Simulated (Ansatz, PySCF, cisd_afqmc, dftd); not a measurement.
System: Si2H4, charge 0, singlet. Si2H4 (SMILES [SiH3][SiH]).
B3LYP-D3(BJ)/def2-TZVP minimum from Ansatz (a first-principles code):
```
Si
H 1 1.4846
H 1 1.4893 2 107.80
H 1 1.4893 2 107.80 3 116.32
Si 1 2.3971 2 114.30 3 -121.84
H 5 1.5236 1 88.28 2 -180.00
```

Quantity: enthalpy of formation at 298 K (by atomisation, with rigid-rotor harmonic-oscillator terms from PySCF's Hessian at B3LYP-D3(BJ)/def2-TZVP and the atoms' measured values of the G2/97 table; no spin-orbit terms), in kcal/mol. Radicals and triplets start from unrestricted determinants; spin-orbit coupling is neglected. Correlated methods leave the cores frozen. Rows without X2C or -DK are non-relativistic. The Monte Carlo rows (phaseless AFQMC, CISD trial, step 0.005/hartree) carry one-sigma bars that omit the constraint's bias. Outlying blocks are dropped, and bars are widened where a walk drifts. Over all cases where full CI ran beside it in this data, AFQMC minus full CI had a median of +0.1 mEh and passed +0.4 mEh in a tenth of the cases. CBS(X,Y): correlation extrapolated as X^-3, Hartree-Fock from the larger set (Q,5: extrapolated as (X+1)exp(-9√X)). A bracket is a step between two methods taken in the basis named. The functionals are non-relativistic, so their misses hold any scalar relativity. Double hybrids freeze cores in their MP2 part. 'core' is core correlation in cc-pwCVTZ (1s frozen past Ne), 'X2C' scalar relativity in cc-pVTZ-DK, both at CCSD(T). Where a partner has so few electrons that a lower coupled-cluster level is exact, that level stands in. The restricted determinant of H4Si2 ([SiH][SiH3], singlet) is unstable towards broken spin symmetry in at least one set run.

| level | program | enthalpy of formation at 298 K (kcal/mol) | difference against the last row |
|---|---|---|---|
| HF/cc-pV(T+d)Z | Ansatz | 165.0 | 93.8 |
| CAM-B3LYP-D3(BJ)/def2-TZVPD | Ansatz + dftd3 | 70.9 | -0.3 |
| B2PLYP-D3(BJ)/def2-TZVPD | Ansatz + dftd3 | 77.0 | 5.8 |
| B2GP-PLYP/def2-TZVPD | Ansatz | 80.7 | 9.5 |
| MP2/cc-pV(5+d)Z | Ansatz | 81.1 | 9.9 |
| CCSD/cc-pV(T+d)Z | Ansatz | 83.5 | 12.3 |
| CCSD(T)/CBS(cc-pV(T+d)Z,cc-pV(Q+d)Z) + core + X2C | Ansatz | 70.7 | -0.5 |
| CCSDT(Q)/cc-pV(D+d)Z | Ansatz | 99.4 | 28.2 |
| AFQMC/CISD/cc-pV(D+d)Z | cisd_afqmc | 99.5 ± 0.3 | 28.3 |
| CCSD(T)/CBS(cc-pV(Q+d)Z,cc-pV(5+d)Z) + [CCSDT(Q) - CCSD(T)]/cc-pV(T+d)Z + core + X2C | Ansatz | 71.2 | 0.0 |
